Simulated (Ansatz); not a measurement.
Geometry optimisation, DFT PBE, scalar-relativistic, plane waves, PAW (Ansatz).

Input file:

```yaml
crystal:
  lattice:
    - [-2.29, -3.966396, 0.0]
    - [3.435, -1.983198, 0.0]
    - [0.0, 0.0, 7.17686]
  atoms:
    - { symbol: Be, position: [0.75, 0.5, 0.0] }
    - { symbol: Be, position: [0.5, 0.3333333, 0.25] }
    - { symbol: Be, position: [0.75, 0.5, 0.5] }
    - { symbol: Be, position: [0.5, 0.3333333, 0.75] }
    - { symbol: Be, position: [0.5, 0.0, 0.0] }
    - { symbol: Be, position: [0.25, 0.8333333, 0.25] }
    - { symbol: Be, position: [0.5, 0.0, 0.5] }
    - { symbol: Be, position: [0.25, 0.8333333, 0.75] }
    - { symbol: Be, position: [0.25, 0.5, 0.0] }
    - { symbol: Be, position: [0.0, 0.3333333, 0.25] }
    - { symbol: Be, position: [0.25, 0.5, 0.5] }
    - { symbol: Be, position: [0.0, 0.3333333, 0.75] }
    - { symbol: Be, position: [0.0, 0.0, 0.0] }
    - { symbol: Be, position: [0.75, 0.8333333, 0.25] }
    - { symbol: Be, position: [0.0, 0.0, 0.5] }
    - { symbol: Be, position: [0.75, 0.8333333, 0.75] }
    - { symbol: Li, position: [0.2478019, 0.1812834, 0.6190999] }
basis:
  ecutwfc: 420.0
kpoints:
  mp_grid: { grid: [4, 4, 3] }
hamiltonian:
  xc: pbe
scf:
  occupations: { method: gaussian, width: 0.1 }
  lower_state_search: "off"
relax:
  f_tol: 0.03
  max_steps: 60
  adjacent_minimum: "off"
```

Command:

```bash
$ ansatz run input.yaml --threads 1 --pin off --max-ram 3072MiB --backend cpu --events-out ev --progress --plain --runs-dir out
```

Question: Where does it end, and by what steps?

Answer: The run converged. Limits of this set-up: coarse k mesh. After 13 steps the energy has fallen by 4.638 eV; Be15 moved furthest, 1.13 Å.

```csv
step,energy less start (eV),largest force component (eV/Å),accepted
0,0.0000,4.187,yes
1,-1.9770,2.783,yes
2,-3.6153,0.603,yes
3,-3.6382,0.905,yes
4,-3.8949,0.269,yes
5,-3.9958,0.317,yes
6,-4.1751,0.539,yes
7,-4.2239,0.714,yes
8,-4.4556,0.315,yes
9,-4.5722,0.221,yes
10,-4.6180,0.134,yes
11,-4.6095,0.319,no
12,-4.6302,0.063,yes
13,-4.6377,0.024,yes
```

```xyz
17
Lattice="-2.2900 -3.9664 0.0000 3.4350 -1.9832 0.0000 0.0000 0.0000 7.1769" Properties=species:S:1:pos:R:3
Be 0.131 -4.083 0.050
Be 0.058 -2.633 1.810
Be -0.507 -3.552 3.644
Be 0.057 -2.632 5.473
Be -1.077 -2.088 0.049
Be 2.318 -2.725 1.808
Be -1.413 -1.997 3.634
Be 2.320 -2.725 5.470
Be 1.243 -2.094 0.052
Be 1.381 -0.825 1.814
Be 1.118 -2.363 3.640
Be 1.383 -0.825 5.462
Be 0.133 -0.164 0.050
Be 1.356 -4.841 1.817
Be -0.811 0.788 3.636
Be 1.358 -4.839 5.456
Li 0.166 -0.763 3.640
```

Whether the end is a true minimum wasn't checked by a vibrational analysis.

The run took 87 s on 1 thread of Intel(R) Xeon(R) Platinum 8259CL CPU @ 2.50GHz (Skylake/Cascade Lake), with other jobs on the host, peak memory 0.42 GiB.
